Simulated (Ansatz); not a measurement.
FeBr₂. The state is a quintet with charge 0. Geometry PBE0-D4/def2-TZVP; atoms count from 1.

```xyz
3

Fe    0.000   -0.004    0.000
Br   -1.865   -0.119    1.310
Br    1.865    0.123   -1.309
```

The structure comes from a short search, and lower isomers may exist.

Q: Estimate the Mulliken populations from the PBE0/def2-TZVP orbitals of Ansatz.

A: 
| atom | charge (e) | spin (α − β) | d electrons |
| --- | --- | --- | --- |
| Fe1 | 0.74 | 3.83 | 6.40 |
| Br2 | -0.37 | 0.08 | – |
| Br3 | -0.37 | 0.08 | – |
Mulliken values and Mayer orders depend strongly on the basis.

Q: Where does the spin sit?

A: Summed by element: Fe 3.83, Br 0.17, of 4 unpaired in all. Largest on single atoms: Fe1 3.83, Br2 0.08, Br3 0.08.

Q: And the Mayer bond orders between bonded heavy atoms (over 0.3)?

A: Fe1–Br2 1.05 (2.28 Å); Fe1–Br3 1.05 (2.28 Å).
